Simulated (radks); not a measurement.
The numbers below are computed, except where a source is named.
Mean orbital radii <r> (bohr) of the copper ion Cu+, [Ar] 3d10, at several levels of relativity; Dirac values are averaged over j with weights 2j + 1. Spin-unpolarised spherical Kohn-Sham, PBE, point nucleus unless stated (finite: rms radius 3.8823 fm), a radial shooting solver on a logarithmic mesh with Libxc functionals. A level marked "c x" has the speed of light scaled by that factor and shares open shells by 2j + 1; other Dirac levels either fill j = l - 1/2 first or share by 2j + 1.

| shell | non-rel. | scalar-rel., finite nucleus | Dirac, 2j+1 shares, finite nucleus | Dirac, c x 1.5 | change of magnitude, last against first (%) |
|---|---|---|---|---|---|
| 1s | 0.05290 | 0.05213 | 0.05213 | 0.05256 | -0.65 |
| 2s | 0.2387 | 0.2352 | 0.2350 | 0.2370 | -0.69 |
| 2p | 0.2078 | 0.2064 | 0.2063 | 0.2071 | -0.31 |
| 3s | 0.7231 | 0.7127 | 0.7126 | 0.7184 | -0.65 |
| 3p | 0.7552 | 0.7505 | 0.7505 | 0.7531 | -0.28 |
| 3d | 1.009 | 1.015 | 1.015 | 1.012 | +0.25 |
| 4s (empty) | 2.640 | 2.596 | 2.596 | 2.621 | -0.73 |
| 4p (empty) | 3.475 | 3.449 | 3.449 | 3.463 | -0.34 |
